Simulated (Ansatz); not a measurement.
Relaxation of C2H6AlFS (11 atoms, charge 0, multiplicity 1), to a largest force component of 0.015 eV/Å in at most 40 steps.

Method: RKS r2SCAN/def2-SVP in Ansatz.

```xyz
11
Properties=species:S:1:pos:R:3
F -1.343 1.256 0.655
C -0.298 0.800 1.323
C 0.099 -0.535 0.720
Al 0.838 -0.346 -1.162
S -0.307 -1.474 -2.834
H 0.540 1.550 1.264
H -0.541 0.667 2.394
H -0.684 -1.228 0.752
H 0.967 -0.941 1.379
H 2.008 0.590 -1.474
H 0.556 -2.591 -2.730
```

Where does it end, and by what steps?

The run converged. The force dipped under the threshold on the way, but the program's further checks kept it going. After 37 steps the energy has fallen by 2.127 eV; F1 moved furthest, 2.25 Å. Parted: F1–C2, C3–Al4. Joined: F1–Al4.

```json
{"step": "0", "energy less start (eV)": "0.0000", "largest force component (eV/Å)": "3.798", "accepted": "yes"}
{"step": "2", "energy less start (eV)": "-0.4505", "largest force component (eV/Å)": "0.427", "accepted": "yes"}
{"step": "4", "energy less start (eV)": "-0.6033", "largest force component (eV/Å)": "0.524", "accepted": "yes"}
{"step": "6", "energy less start (eV)": "-0.8805", "largest force component (eV/Å)": "0.574", "accepted": "yes"}
{"step": "8", "energy less start (eV)": "-1.0398", "largest force component (eV/Å)": "0.819", "accepted": "yes"}
{"step": "10", "energy less start (eV)": "-1.1382", "largest force component (eV/Å)": "0.327", "accepted": "yes"}
{"step": "12", "energy less start (eV)": "-1.2665", "largest force component (eV/Å)": "2.279", "accepted": "yes"}
{"step": "14", "energy less start (eV)": "-1.8582", "largest force component (eV/Å)": "2.535", "accepted": "yes"}
{"step": "16", "energy less start (eV)": "-2.0338", "largest force component (eV/Å)": "0.202", "accepted": "yes"}
{"step": "18", "energy less start (eV)": "-2.0567", "largest force component (eV/Å)": "0.106", "accepted": "yes"}
{"step": "20", "energy less start (eV)": "-2.0680", "largest force component (eV/Å)": "0.391", "accepted": "yes"}
{"step": "22", "energy less start (eV)": "-2.1060", "largest force component (eV/Å)": "0.099", "accepted": "yes"}
{"step": "24", "energy less start (eV)": "-2.1120", "largest force component (eV/Å)": "0.121", "accepted": "yes"}
{"step": "26", "energy less start (eV)": "-2.1141", "largest force component (eV/Å)": "0.070", "accepted": "yes"}
{"step": "28", "energy less start (eV)": "-2.1170", "largest force component (eV/Å)": "0.195", "accepted": "yes"}
{"step": "30", "energy less start (eV)": "-2.1233", "largest force component (eV/Å)": "0.081", "accepted": "yes"}
{"step": "32", "energy less start (eV)": "-2.1259", "largest force component (eV/Å)": "0.078", "accepted": "yes"}
{"step": "34", "energy less start (eV)": "-2.1263", "largest force component (eV/Å)": "0.051", "accepted": "no"}
{"step": "36", "energy less start (eV)": "-2.1269", "largest force component (eV/Å)": "0.011", "accepted": "yes"}
{"step": "37", "energy less start (eV)": "-2.1270", "largest force component (eV/Å)": "0.009", "accepted": "yes"}
```

```xyz
11
Properties=species:S:1:pos:R:3
F 0.175 1.877 -0.892
C -0.406 0.254 1.342
C 0.564 -0.676 1.271
Al 0.515 0.242 -1.078
S -1.091 -0.935 -2.032
H -0.213 1.262 1.722
H -1.426 0.036 1.006
H 0.354 -1.687 0.901
H 1.582 -0.474 1.619
H 2.023 -0.224 -1.178
H -0.244 -1.924 -2.394
```

Run time: 2.8 min on 2 threads of Arm Neoverse V1, on a shared host, peak memory 0.17 GiB.
